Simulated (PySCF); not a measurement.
A PySCF script (with the pyscf-properties extension) for the NMR shieldings of `COBP1[SiH2]CC[SiH2]1`, C3H12BOPSi2, on a PBE0-D3(BJ)/def2-SVP geometry:

```python
import basis_set_exchange as bse
import numpy as np
from pyscf import gto, dft
from pyscf.prop import nmr

atoms = """
C     3.034354   -0.226557   -0.896742
O     2.576882    0.784042   -0.034556
B     1.493229    0.705167    0.755028
P     0.384672   -0.874283    0.862180
Si   -1.478002   -0.059465    1.853430
C    -2.820015   -0.388657    0.553036
C    -2.300815   -0.003241   -0.837664
Si   -0.622524   -0.824547   -1.167088
H     2.686292   -1.224080   -0.577777
H     4.133691   -0.212572   -0.896121
H     2.682696   -0.038357   -1.922832
H     1.290380    1.657448    1.473933
H    -1.770236   -0.758554    3.140922
H    -1.348083    1.405977    2.129290
H    -3.066235   -1.464537    0.591573
H    -3.747276    0.150673    0.810635
H    -3.018008   -0.265037   -1.634252
H    -2.146007    1.088263   -0.900953
H    -0.799161   -2.220509   -1.675975
H     0.177282   -0.068718   -2.180330
"""
names = dict.fromkeys(["C", "O", "B", "P", "Si", "H"], "pcSseg-1")
basis = {el: gto.basis.parse(bse.get_basis(n, elements=[el], fmt="nwchem")) for el, n in names.items()}
mol = gto.M(atom=atoms, basis=basis, charge=0, verbose=0)
mf = dft.RKS(mol, xc="PBE0")
mf.grids.level = 2
mf.grids.alignment = dft.numint.BLKSIZE   # the property module wants whole blocks of grid points
mf.conv_tol = 1e-9
mf.kernel()

calc = nmr.RKS(mf)   # GIAO
C = mf.mo_coeff
Co = C[:, mf.mo_occ > 0]
resp = mf.gen_response(singlet=True, hermi=2)
def vind(x):   # induced exchange potential for any number of trial vectors
    d = np.einsum("pi,xij,qj->xpq", C, 2 * x.reshape(-1, C.shape[1], Co.shape[1]), Co, optimize=True)
    return np.einsum("xpq,pi,qj->xij", resp(d - d.transpose(0, 2, 1)), C, Co, optimize=True).ravel()
mo1, _ = nmr.rhf.solve_mo1(calc, with_cphf=vind)
sigma = calc.kernel(mo1)
for i, s in enumerate(sigma):   # ppm
    w = np.linalg.eigvalsh((s + s.T) / 2)
    print("%2d %-2s iso %8.1f  s11 %8.1f  s22 %8.1f  s33 %8.1f" % (i, mol.atom_pure_symbol(i), w.mean(), *w))
```

**Question.** Give the expected output.

**Answer.** 
```
 0 C  iso    125.6  s11    100.8  s22    103.3  s33    172.5
 1 O  iso    122.4  s11   -129.4  s22    138.8  s33    357.7
 2 B  iso     45.5  s11     -3.9  s22     53.0  s33     87.4
 3 P  iso    617.2  s11    560.5  s22    585.0  s33    706.1
 4 Si iso    366.8  s11    303.1  s22    373.3  s33    424.0
 5 C  iso    174.3  s11    160.1  s22    171.7  s33    191.1
 6 C  iso    173.0  s11    163.0  s22    169.3  s33    186.7
 7 Si iso    381.1  s11    306.9  s22    387.7  s33    448.6
 8 H  iso     27.2  s11     23.2  s22     27.4  s33     31.0
 9 H  iso     27.2  s11     23.3  s22     25.4  s33     33.0
10 H  iso     27.4  s11     23.5  s22     26.5  s33     32.1
11 H  iso     25.3  s11     22.4  s22     22.9  s33     30.7
12 H  iso     26.6  s11     22.6  s22     24.2  s33     33.0
13 H  iso     26.7  s11     23.4  s22     24.2  s33     32.6
14 H  iso     30.7  s11     26.3  s22     27.6  s33     38.0
15 H  iso     29.8  s11     24.0  s22     27.0  s33     38.4
16 H  iso     29.9  s11     24.0  s22     27.3  s33     38.4
17 H  iso     30.9  s11     26.5  s22     28.2  s33     37.9
18 H  iso     27.0  s11     22.6  s22     24.8  s33     33.5
19 H  iso     26.5  s11     21.9  s22     26.1  s33     31.6
```

These numbers come from an equivalent density-fitted implementation of the same equations, which agrees with the script to about 0.01 ppm for H and up to a few tenths of a ppm for heavy atoms, so last digits may differ.

**Question.** Turn these shieldings into chemical shifts. Referencing at the same level of theory: 13C (σ = 184.41 ppm) and 29Si (σ = 351.99 ppm) and 1H (σ = 31.27 ppm) against TMS; 17O (σ = 334.56 ppm) against H2O; 11B (σ = 100.73 ppm) against BF3·OEt2; 31P (σ = 310.13 ppm) against H3PO4.

**Answer.** Averaging equivalent atoms: C 0: 58.8; C 5/6: 10.8; O 1: 212.2; B 2: 55.2; P 3: -307.1; Si 4/7: -21.9; H 11: 5.94; H 12/13/18/19: 4.57; H 8/9/10: 4.00; H 14/15/16/17: 0.95 ppm. Experimental scales use liquid or dissolved standards, which lie at an offset from isolated H2O (liquid H2O: subtract about 36 ppm) and H3PO4.

Size and cost of the density-fitted run: 217 basis functions, 74 s wall time on 1 thread of an Arm Neoverse N1, shared host.
